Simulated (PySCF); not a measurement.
Species: C3H2F5I.
Bonds: F1–C2, C2–F3, C2–F4, C2–C5, C5–F6, C5–F7, C5–C8, C8–I9. Hydrogens: H10, H11 on C8.

A GFN2-xTB structure was refined with PBE0-D3(BJ)/def2-SVP geometry optimisation, gas phase, def2 core potentials past Kr in PySCF 2.14.0. Its GFN2-xTB values:

| coordinate | GFN2-xTB |
| --- | --- |
| F1–C2 | 1.342 Å |
| C2–F4 | 1.353 Å |
| C2–C5 | 1.550 Å |
| C5–F6 | 1.363 Å |
| C5–F7 | 1.360 Å |
| C5–C8 | 1.498 Å |
| C8–I9 | 2.128 Å |
| C8–H10 | 1.114 Å |
| F1–C2–F3 | 108.2° |
| F1–C2–C5 | 111.0° |
| C2–C5–F7 | 106.6° |
| C2–C5–C8 | 114.8° |
| F3–C2–C5 | 111.5° |
| C5–C8–I9 | 113.1° |
| F6–C5–F7 | 105.7° |
| F7–C5–C8 | 109.8° |
| F1–C2–C5–F6 | -165° |
| C2–C5–C8–I9 | -64° |

How do these coordinates change at the PBE0-D3(BJ)/def2-SVP level?

```json
{"coordinate": "C2–F4", "PBE0-D3(BJ)/def2-SVP (Å or °)": "1.324", "change": "-0.029"}
{"coordinate": "C5–F6", "PBE0-D3(BJ)/def2-SVP (Å or °)": "1.341", "change": "-0.022"}
{"coordinate": "C8–H10", "PBE0-D3(BJ)/def2-SVP (Å or °)": "1.097", "change": "-0.017"}
{"coordinate": "C5–C8", "PBE0-D3(BJ)/def2-SVP (Å or °)": "1.513", "change": "+0.015"}
{"coordinate": "F1–C2", "PBE0-D3(BJ)/def2-SVP (Å or °)": "1.332", "change": "-0.010"}
{"coordinate": "C8–I9", "PBE0-D3(BJ)/def2-SVP (Å or °)": "2.138", "change": "+0.010"}
{"coordinate": "C5–F7", "PBE0-D3(BJ)/def2-SVP (Å or °)": "1.353", "change": "-0.007"}
{"coordinate": "C2–C5", "PBE0-D3(BJ)/def2-SVP (Å or °)": "1.544", "change": "-0.006"}
{"coordinate": "F7–C5–C8", "PBE0-D3(BJ)/def2-SVP (Å or °)": "106.9", "change": "-2.9"}
{"coordinate": "C5–C8–I9", "PBE0-D3(BJ)/def2-SVP (Å or °)": "116.0", "change": "+2.9"}
{"coordinate": "F6–C5–F7", "PBE0-D3(BJ)/def2-SVP (Å or °)": "107.9", "change": "+2.2"}
{"coordinate": "F1–C2–C5", "PBE0-D3(BJ)/def2-SVP (Å or °)": "109.6", "change": "-1.4"}
{"coordinate": "C2–C5–C8", "PBE0-D3(BJ)/def2-SVP (Å or °)": "115.9", "change": "+1.1"}
{"coordinate": "C2–C5–F7", "PBE0-D3(BJ)/def2-SVP (Å or °)": "106.0", "change": "-0.6"}
{"coordinate": "F1–C2–F3", "PBE0-D3(BJ)/def2-SVP (Å or °)": "108.7", "change": "+0.5"}
{"coordinate": "F3–C2–C5", "PBE0-D3(BJ)/def2-SVP (Å or °)": "111.2", "change": "-0.3"}
{"coordinate": "F1–C2–C5–F6", "PBE0-D3(BJ)/def2-SVP (Å or °)": "-176", "change": "-11"}
{"coordinate": "C2–C5–C8–I9", "PBE0-D3(BJ)/def2-SVP (Å or °)": "-72", "change": "-8"}
```

The energy falls by 2.4 kcal/mol over 11 energy and gradient evaluations, the largest force component goes from 0.0314 to 8.4e-05 Eh/bohr, and the atoms move by 0.161 Å rms after alignment. The bond that changes most is C2–F4 (CF3 carbon to fluorine of a CF3 group), which shortens by 0.029 Å. Bonds longer at the end by more than 0.005 Å: 3 of 10; shorter: 6. Among the dihedrals that turn most is F4–C2–C5–F7, from -36° to -51°. Rotational constants go from 1853, 573.1, 521.0 to 1923, 534.4, 494.3 MHz.

The run used 148 basis functions and 75 SCF cycles in all. The run took 2.0 min wall on an Arm Neoverse V2 with one thread, shared host, and the process peaked at 0.60 GiB of memory.

No frequency check. The numbers are those of one conformer.
